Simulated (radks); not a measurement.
Species: Os37+. Configuration: [Kr] 4d3. All-electron calculation, Dirac Kohn-Sham, LB94 model potential, spin-unpolarised, spherical densities, finite nucleus; open shells fill j = l - 1/2 first; Fermi nuclear charge, rms radius 5.4126 fm. Program: a radial shooting solver on a logarithmic mesh with Libxc functionals.

Normalised radial functions P(r) = r R(r) (large component), r in bohr:

r	4p1/2	4d5/2
0.0007472	0.0156	0.0000
0.001071	0.0226	0.0000
0.001547	0.0336	0.0001
0.002218	0.0506	0.0002
0.003179	0.0775	0.0005
0.004557	0.1205	0.0013
0.006584	0.1902	0.0036
0.009437	0.2946	0.0097
0.01353	0.4424	0.0254
0.01939	0.6233	0.0635
0.02779	0.7801	0.1495
0.04015	0.7742	0.3280
0.05755	0.4123	0.6225
0.08249	-0.3543	0.9766
0.1182	-1.0847	1.1192
0.1708	-0.8432	0.5910
0.2448	0.6304	-0.6598
0.3509	1.8423	-1.7048
0.503	1.4238	-1.4859
0.7268	0.3968	-0.5254
1.042	0.0332	-0.0623

4p1/2: eigenvalue -1931.7 eV, 2 radial nodes at r = 0.0710, 0.214 bohr, <r> = 0.391 bohr, 90 % of the charge inside 0.561 bohr. 4d5/2 (empty): eigenvalue -1639.1 eV, 1 radial node at r = 0.206 bohr, <r> = 0.410 bohr, 90 % of the charge inside 0.597 bohr.
